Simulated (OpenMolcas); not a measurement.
**Computed levels of Tb2+**

```json
{"Program": "OpenMolcas", "Method": "SS-CASPT2, IPEA 0.25 Eh, imaginary shift 0.1 Eh (closed shells correlated: 5s 5p)", "Basis": "ANO-RCC-VQZP [9s8p6d4f3g2h]", "Scalar Hamiltonian": "DKH2, point nucleus", "Active space": "9 electrons in 7 orbitals (4f)", "State averaging": "2S+1 = 6 odd, 21 roots; 2S+1 = 4 odd, 224 roots (128 in the spin-orbit step); 2S+1 = 2 odd, 249 roots kept (CI in the orbitals of an earlier block, 143 in the spin-orbit step)", "Spin-orbit coupling": "RASSI with atomic mean-field integrals over the reference wave functions, term energies averaged over their components"}
```

With spin-orbit coupling, above the lowest level:

| Configuration | Term | J | E (eV) | Measured (eV) | Term weight % | Second |
| --- | --- | --- | --- | --- | --- | --- |
| 4f9 | 6H* | 15/2 | 0.0000 | 0.0000 | 95 | 5 4I*(1) |
| 4f9 | 6H* | 13/2 | 0.367 | 0.3477 | 97 | 3 4I*(1) |
| 4f9 | 6H* | 11/2 | 0.623 | 0.5870 | 94 | 2 4G*(1) |
| 4f9 | 6H* | 9/2 | 0.824 | 0.7759 | 94 | 4 4G*(1) |
| 4f9 | 6F* | 11/2 | 0.841 | 0.8022 | 95 | 3 4G*(2) |
| 4f9 | 6H* | 7/2 | 0.981 | 0.9202 | 94 | 5 4G*(1) |
| 4f9 | 6F* | 9/2 | 0.986 | 0.9450 | 90 | 8 4F*(1) |
| 4f9 | 6H* | 5/2 | 1.100 | 1.0273 | 94 | 6 4G*(1) |
| 4f9 | 6F* | 7/2 | 1.186 |  | 93 | 6 4F*(1) |
| 4f9 | 6F* | 5/2 | 1.334 | 1.2672 | 94 | 3 4D* |
| 4f9 | 6F* | 3/2 | 1.420 |  | 92 | 6 4D* |
| 4f9 | 6F* | 1/2 | 1.473 |  | 92 | 8 4D* |
| 4f9 | 4F*(1) | 9/2 | 2.343 |  | 69 | 18 4G*(1) |
| 4f9 | 4I*(1) | 15/2 | 2.539 |  | 64 | 13 2K* |
| 4f9 | 4G*(1) | 11/2 | 2.614 |  | 91 | 2 6H* |
| 4f9 | 4F*(1) | 7/2 | 2.846 |  | 64 | 21 4G*(1) |
| 4f9 | 4I*(1) | 13/2 | 2.895 |  | 77 | 14 4K* |
| 4f9 | 4M* | 21/2 | 2.997 |  | 95 | 5 2N* |
| 4f9 | 4K* | 17/2 | 3.037 |  | 50 | 24 4L* |
| 4f9 | 4M* | 19/2 | 3.113 |  | 62 | 35 4L* |
| 4f9 | 4I*(1) | 11/2 | 3.150 |  | 87 | 8 4K* |
| 4f9 | 4D* | 3/2 | 3.208 |  | 37 | 30 4P* |
| 4f9 | 4F*(1) | 5/2 | 3.234 |  | 49 | 18 4D* |
| 4f9 | 4I*(1) | 9/2 | 3.293 |  | 84 | 7 2H* |
| 4f9 | 4M* | 15/2 | 3.311 |  | 49 | 16 4L* |
| 4f9 | 4G*(1) | 9/2 | 3.324 |  | 64 | 19 4F*(1) |
| 4f9 | 6P* | 5/2 | 3.454 |  | 61 | 28 4P* |
| 4f9 | 6P* | 7/2 | 3.479 |  | 56 | 36 4D* |
| 4f9 | 4M* | 17/2 | 3.481 |  | 62 | 36 4K* |
| 4f9 | 4G*(1) | 7/2 | 3.518 |  | 53 | 21 4F*(1) |
| 4f9 | 4D* | 1/2 | 3.576 |  | 57 | 26 4P* |
| 4f9 | 4D* | 5/2 | 3.576 |  | 39 | 37 4G*(1) |
| 4f9 | 4K* | 15/2 | 3.637 |  | 62 | 17 4M* |
| 4f9 | 4L* | 19/2 | 3.653 |  | 60 | 37 4M* |
| 4f9 | 4F*(1) | 3/2 | 3.689 |  | 74 | 14 2D* |
| 4f9 | 6P* | 3/2 | 3.715 |  | 57 | 18 4D* |
| 4f9 | 4F*(1) | 5/2 | 3.794 |  | 38 | 25 4D* |
| 4f9 | 4K* | 13/2 | 3.830 |  | 53 | 25 4L* |
| 4f9 | 4H* | 13/2 | 3.861 |  | 88 | 3 4L* |
| 4f9 | 4D* | 7/2 | 3.903 |  | 46 | 43 6P* |

Against the 8 measured excited levels shown (Martin, Zalubas and Hagan, Atomic Energy Levels: The Rare-Earth Elements, NSRDS-NBS 60 (1978)) the mean absolute deviation is 380 cm-1; the largest miss in energy is 4f9 6H* 5/2: computed 1.100, measured 1.0273 eV (+7.0 %).

Spin-orbit coupling puts the lowest level 0.6635 eV below the lowest spin-free term.

For 6H* the intervals divided by the larger J are -274.3, -281.3, -294.1, -317.5, -394.8 cm-1. Landé's interval rule makes them equal in pure LS coupling; they differ by 39 % of their mean. The multiplet is inverted.

CASPT2 does not keep the components of a term degenerate, so their means are used; among the terms shown or strongly mixed into the levels shown the widest spread is 260 cm-1 (4f9 4H*). High states are left out of the spin-orbit mixing, which shifts the levels that they would mix with. Computed and measured levels are paired by configuration, term and J; levels that our copy of the source lacks, or whose pairing is in doubt (as where it misses far off the trend of its configuration), stay unpaired and out of the deviations. Levels of configurations outside the active space are missing. The first state left out of the spin-orbit step lies near 48000 cm-1 above the lowest spin-free state of the reference (among the parities and spins computed), and the list stops at four fifths of that energy or lower. The table shows the lowest 40 of 57 levels.

The term weight is that of the spin-free term in the level, not the purity of its configuration. A number in round brackets counts repeated terms of one configuration in the order of the reference energies. * marks odd parity.
